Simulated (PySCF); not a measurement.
C4H2F2, SMILES C(/F)=C(/C#C)F. Atoms are numbered in the order given.

```xyz
8

C     -0.8584     2.1892     0.0000
C     -0.2317     1.1513     0.0000
C      0.5059    -0.0605     0.0000
F      1.8377     0.0469     0.0000
C     -0.0286    -1.2897     0.0000
F     -1.3358    -1.4747     0.0000
H     -1.4162     3.1080     0.0000
H      0.5757    -2.1999     0.0000
```
Charge 0, spin multiplicity 1.

The structure is a stationary point at PBE0-D3(BJ)/def2-SVP. The structure was generated by enumeration; whether it is a known compound was not checked.

All values below come from PBE/def2-TZVP (PySCF).

Symmetry labels are those of the subgroup Cs that the program uses (full group Cs).

### Question
List the valence orbital energies around the gap with their symmetry. (Estimate from the structure and the level; the computed values follow.)

### Answer

| orbital | symmetry | energy (eV) |
|---|---|---|
| HOMO−7 | A' | -12.42 |
| HOMO−6 | A" | -12.07 |
| HOMO−5 | A" | -11.22 |
| HOMO−4 | A' | -10.12 |
| HOMO−3 | A' | -9.21 |
| HOMO−2 | A" | -8.08 |
| HOMO−1 | A' | -7.50 |
| HOMO | A" | -6.00 |
| LUMO | A" | -2.00 |
| LUMO+1 | A' | -1.19 |
| LUMO+2 | A' | 1.15 |
| LUMO+3 | A' | 1.48 |
